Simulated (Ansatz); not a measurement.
System: C₃H₅Cl, net charge 0, singlet state. SMILES: C/C=C/Cl
Geometry: optimised at B3LYP-D3(BJ)/def2-TZVP (Ansatz, a program for electronic structure).

Property: vertical triplet-singlet gap (E(triplet) - E(singlet); each state is the SCF solution reached for its spin), in kcal/mol. Cores are frozen in the correlated levels unless marked. Open shells are spin-unrestricted. Spin-orbit coupling is left out. Non-relativistic. CBS(X,Y): correlation extrapolated as X^-3; Hartree-Fock from the larger set. [CCSD(T)-MP2]/basis is that difference in the basis named.

RI-MP2/CBS(aug-cc-pV(T+d)Z,aug-cc-pV(Q+d)Z)+[CCSD(T)-MP2]/aug-cc-pV(T+d)Z (Ansatz) gives 102.5 kcal/mol.

Task: Another calculation gave 96.4 kcal/mol. Which level was it?
A) wB97X-V/def2-TZVPD (Ansatz)
B) r2SCAN/def2-TZVPD (Ansatz)
C) B3LYP/def2-TZVPD (Ansatz)

Result: C, B3LYP/def2-TZVPD (Ansatz). The others give 91.1 (r2SCAN), 99.6 (wB97X-V) kcal/mol.
